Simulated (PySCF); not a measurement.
**Krypton: a sound run and one with changed settings**

Sound run: Kr [Kr], Kr⁺ [Ar] 3d10 4s2 4p5. All numbers are calculated (PySCF 2.14, the spin-free X2C one-electron Hamiltonian (Gaussian nucleus), in jorge-DZP-DKH). In the sound run the correlated levels freeze [Ar] 3d10. The sound run starts from symmetry-adapted Hartree-Fock orbitals and uses a fine grid where one is needed.

Changed run: no relativity, point nucleus. This setting is unsound on purpose.

```
species   method  sound run (hartree)  changed run (hartree)  converged
     Kr      UHF          -2788.01286            -2743.56817        yes
     Kr     PBE0          -2789.56310            -2745.03070        yes
     Kr    M06-L          -2789.76108            -2745.23313        yes
     Kr      MP2          -2788.06407            -2743.61876        yes
     Kr  CCSD(T)          -2788.07072            -2743.62540        yes
    Kr⁺      UHF          -2787.52729            -2743.07947        yes
    Kr⁺     PBE0          -2789.04348            -2744.50807        yes
    Kr⁺    M06-L          -2789.24401            -2744.71300        yes
    Kr⁺      MP2          -2787.57020            -2743.12194        yes
    Kr⁺  CCSD(T)          -2787.57673            -2743.12848        yes
```

Ionisation energy of Kr:

| method | sound run (eV) | changed run (eV) |
| --- | --- | --- |
| UHF | 13.213 | 13.298 |
| PBE0 | 14.140 | 14.222 |
| M06-L | 14.070 | 14.153 |
| MP2 | 13.439 | 13.519 |
| SCS-MP2 | 13.418 | 13.500 |
| CCSD | 13.439 | 13.519 |
| CCSD(T) | 13.442 | 13.522 |

Most of the change in total energy is the relativistic energy itself. On top of that the contraction fixes the core shape for the Hamiltonian it was made with, so the changed run is not a good calculation with the other Hamiltonian either.

For comparison, NIST gives 14.000 eV between the lowest levels.
